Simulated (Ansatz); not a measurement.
Ansatz (a program for electronic structure) input (B3LYP/def2-TZVPD):

Ansatz 0.2 input:
```yaml
crystal:
  periodic: [false, false, false]
  atoms:
    - {symbol: Zn, position_ang: [-0.30827856, -0.15207599, -0.24021930]}
    - {symbol: O, position_ang: [1.02502665, 0.39964584, 0.78710579]}
    - {symbol: H, position_ang: [1.04814358, 1.36511309, 0.90973271]}
basis:
  gaussian:
    orbitals: def2-TZVPD
hamiltonian:
  xc: {name: B3LYP}
total_charge: 1
magnetization: {spin_polarized: true, initial_magnetization: 2}
```

Output:

```
Functional definition: B3LYP
integrals: 0.03 GiB planned
772 factors; their error is unknown
mean field: 0.38 GiB planned
mean field evaluation 1: about -50429.5416 eV, gradient 1.2e2 eV
mean field evaluation 2: about -50174.4909 eV, gradient 2.4e2 eV
mean field evaluation 4: about -50470.8397 eV, gradient 2.8e1 eV
mean field evaluation 8: about -50473.2309 eV, gradient 4.9e-1 eV
mean field evaluation 16: about -50473.3087 eV, gradient 8.0e-4 eV
mean field evaluation 32: about -50474.0321 eV, gradient 1.8e-5 eV
mean field -50474.03212203 eV, -1854.8864679569 hartree, gradient 3.0e-6 eV, S^2 2.003728; 2 other end points of the search recorded, 0 dependent functions left out
reference -50474.03232979 eV, -1854.8864755920 hartree; 20, 18 occupied and 80, 82 virtual orbitals, 772 factors
Total energy: -50474.03232979 eV, -1854.8864755920 hartree
```

This state (charge 1, triplet) is run at the relaxed geometry of the species with charge 1 and multiplicity 1, and is a spin state other than that species' own.
